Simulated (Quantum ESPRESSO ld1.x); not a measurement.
Values are calculated unless marked as measured or tabulated.
Species: Nd. Configuration: [Xe] 4f4 6s2. Level of theory: scalar-relativistic Kohn-Sham, LDA (Slater exchange, Perdew-Wang correlation), spin-polarised, spherical densities, point nucleus; open shells are filled with parallel spins first (ld1.x of Quantum ESPRESSO 7.5).

Normalised radial functions P(r) = r R(r), r in bohr:

```
   r/bohr * 5s up (the largest magnitude, 0.96, reaches the edge; | marks zero)
 0.001143                             |*
 0.001549                             |*
 0.002116                             | *
  0.00289                             | *
 0.003949                             |  *
 0.005352                             |  *
 0.007311                             |   *
 0.009988                             |   *
  0.01365                             |   *
  0.01849                             |  *
  0.02526                             |*
  0.03452                           * |
  0.04678                        *    |
  0.06391                      *      |
  0.08731                        *    |
   0.1193                             |*
   0.1616                             |       *
   0.2208                             |        *
   0.3017                             *
   0.4122                *            |
   0.5586                *            |
   0.7631                             |   *
    1.043                             |                      *
    1.424                             |                          *
     1.93                             |                 *
    2.637                             |      *
    3.603                             | *
    4.882                             *
     6.67                             *
    9.113                             *
    12.45                             *
```

5s up: eigenvalue -41.191 eV, 4 radial nodes at r = 0.0290, 0.115, 0.302, 0.719 bohr, <r> = 1.47 bohr, 90 % of the charge inside 2.11 bohr.
